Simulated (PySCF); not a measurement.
Sn(H)(Cl)2(Et) (C2H6Cl2Sn), SMILES C[CH2][SnH]([Cl])[Cl].

Geometry optimised at B3LYP-D3(BJ)/def2-SVP. The structure was generated by enumeration; whether it is a known compound was not checked. The def2 effective core potentials stand for the cores of Sn; spin–orbit coupling is left out. The values are those of a single conformer.

Two levels are set side by side: PBE/def2-TZVP (PySCF) and B3LYP/def2-TZVP (PySCF). Same geometry, gas phase. Differences are taken from unrounded values.

| quantity | PBE |
|---|---|
| orbital gap (eV) | 4.83 |
| highest occupied level (eV) | -7.10 |
| lowest empty level (eV) | -2.27 |
| dipole moment (D) | 3.58 |
| mean polarisability (bohr³) | 90.8 |

Task: These are the PBE values. What does B3LYP give? (Estimate from the structure and the level; the computed values follow.)

Result: 
```tsv
quantity	B3LYP	PBE minus B3LYP
orbital gap (eV)	6.46	-1.63
highest occupied level (eV)	-8.11	1.01
lowest empty level (eV)	-1.65	-0.62
dipole moment (D)	3.69	-0.11
mean polarisability (bohr³)	88.5	2.3
```

PBE's occupied levels lie high since its potential decays too fast outside the molecule; exact exchange lowers them and widens the gap. Differences between two approximate levels are no errors against the true value.

Rough cost on one machine, each run with all the roots and properties that it gave: B3LYP against PBE within a factor of 2.
